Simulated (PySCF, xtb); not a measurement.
C9H6N4, SMILES C1=CC2=CC=NC3=CC=NC(=N1)N23.

GFN2-xTB in xtb 6.7.1 at its own geometry gives an orbital gap of 1.85 eV and a dipole moment of 3.55 D.

Geometry optimised at PBE0-D3(BJ)/def2-SVP.

What does PBE/def2-SVP in PySCF give? (An estimate is asked for; the answer gives what the named calculation found.)

gap 1.80 eV (levels -4.91 and -3.11 eV), dipole 3.23 D.
